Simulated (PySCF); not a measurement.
Output of ΔSCF core-hole calculations on `[SiH3][CH2][GeH2][O][GeH3]`.

Theory: delta-SCF UKS SCAN, pcX-2 on the ionised atom, pcseg-1 elsewhere, spin-free X2C in PySCF 2.14.0. Atoms in this output count from 0. The cycles run on a coarse integration grid; for E(ground) and E(ion) the exchange–correlation energy is redone on a finer one, so they differ from the last cycle, and only they enter the binding energy.

Coordinates (Å, PBE0-D3(BJ)/def2-SVP):
```
Si     1.898684     1.094893    -0.253755
C      1.822221    -0.639867     0.482013
Ge     0.584584    -1.795822    -0.487562
O     -0.718661    -0.752918    -1.115621
Ge    -2.168156    -0.129272    -0.301670
H      2.084205     1.029167    -1.734768
H      3.053097     1.847945     0.330416
H      0.650452     1.856268     0.050540
H      2.826273    -1.094832     0.457154
H      1.515141    -0.575770     1.538319
H     -0.031850    -2.883760     0.421959
H      1.250246    -2.413063    -1.728470
H     -2.690015     1.020380    -1.175413
H     -1.790692     0.376588     1.108760
H     -3.210235    -1.260780    -0.187347
```

```
ground state, core basis on atom 0 (Si), 192 functions
  cycle   1  E = -4597.26385147  |g| = 8.30e-01
  cycle   2  E = -4596.49228902  |g| = 2.02e+00
  cycle   3  E = -4597.39012016  |g| = 2.75e-01
  cycle   4  E = -4597.40648638  |g| = 1.15e-01
  cycle   5  E = -4597.40992768  |g| = 2.78e-02
  cycle   6  E = -4597.41017932  |g| = 4.33e-03
  cycle   7  E = -4597.41018161  |g| = 1.02e-03
  cycle   8  E = -4597.41018390  |g| = 2.58e-04
  E(ground) = -4597.66795722 Eh
hole in Si 2p of atom 0
  cycle   1  E = -4593.14881952  |g| = 1.23e+00
  cycle   2  E = -4593.04299913  |g| = 1.06e+00
  cycle   3  E = -4593.44521455  |g| = 2.19e-01
  cycle   4  E = -4593.46853126  |g| = 1.29e-01
  cycle   5  E = -4593.47280510  |g| = 7.78e-02
  cycle   6  E = -4593.47540478  |g| = 1.12e-02
  cycle   7  E = -4593.47545720  |g| = 6.09e-03
  cycle   8  E = -4593.47548069  |g| = 1.29e-03
  cycle   9  E = -4593.47547846  |g| = 2.38e-04
  E(ion) = -4593.74451056 Eh   <S^2> = 0.7523   hole on atom = 1.003
```

Problem. What energy does this spin-free Si 2p hole on atom 0 cost, and which doublet follows from it?

Solution. (-4593.744511 − (-4597.667957)) Eh × 27.2114 eV/Eh = 106.76 eV. With the spin–orbit matrix of the shell the program then gives 2p3/2 = 106.56 eV and 2p1/2 = 107.18 eV; their weighted mean, 106.77 eV, differs from that hole by +0.01 eV, as the three ground-state 2p orbitals of the atom aren't degenerate.

```
ground state, core basis on atom 3 (O), 181 functions
  cycle   1  E = -4597.34877514  |g| = 1.13e-01
  cycle   2  E = -4597.34443822  |g| = 1.67e-01
  cycle   3  E = -4597.34906189  |g| = 5.74e-02
  cycle   4  E = -4597.34965590  |g| = 5.92e-03
  cycle   5  E = -4597.34966050  |g| = 1.71e-03
  cycle   6  E = -4597.34966342  |g| = 3.21e-04
  E(ground) = -4597.64602018 Eh
hole in O 1s of atom 3
  cycle   1  E = -4576.76403890  |g| = 2.24e+00
  cycle   2  E = -4576.13738086  |g| = 2.31e+00
  cycle   3  E = -4577.55618073  |g| = 4.40e-01
  cycle   4  E = -4577.60711089  |g| = 1.73e-01
  cycle   5  E = -4577.62169382  |g| = 6.88e-02
  cycle   6  E = -4577.62425994  |g| = 1.49e-02
  cycle   7  E = -4577.62438812  |g| = 3.82e-03
  cycle   8  E = -4577.62439537  |g| = 1.13e-03
  cycle   9  E = -4577.62439524  |g| = 2.88e-04
  E(ion) = -4577.92241251 Eh   <S^2> = 0.7641   hole on atom = 1.000
```

Problem. What is the O 1s binding energy of atom 3?

Solution. (-4577.922413 − (-4597.646020)) Eh × 27.2114 eV/Eh = 536.71 eV, for the oxygen bonded to 2 Ge.

The ground state is recomputed for each atom, because the flexible core basis sits on the ionised atom alone; energies of different blocks can't be mixed. Isolated species at its PBE0-D3(BJ)/def2-SVP geometry (one conformer only).

The run took 28 s on one thread of an x86-64 server, no GPU, on a shared host.

The values belong to the conformer `[SiH3:1][CH2:2][GeH2:3][O:4][GeH3:5]`: Si1–C2–Ge3–O4 -31°, C2–Ge3–O4–Ge5 -82°.
Labels such as C1 count atoms from 1, the log's own numbers from 0.
